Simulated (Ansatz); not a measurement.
C2H4F2Si, SMILES F[SiH2]C(F)=C.

The structure is a stationary point at B3LYP-D3(BJ)/def2-SVP. This is a generated structure with no PubChem entry under its InChIKey; it may be hypothetical. The values are those of a single conformer.

Two levels are set side by side: PBE/def2-SVPD (Ansatz, an electronic-structure program) and CAM-B3LYP/def2-SVPD (Ansatz). Energy differences of separate SCF runs at the same geometry; the states with an electron removed or added have multiplicity 2 and 2. Differences are taken from unrounded values.

| quantity | CAM-B3LYP | PBE | PBE minus CAM-B3LYP |
|---|---|---|---|
| vertical ionisation energy (eV) | 10.43 | 10.12 | -0.31 |
| vertical singlet–triplet gap (eV) | 4.16 | 4.22 | 0.06 |
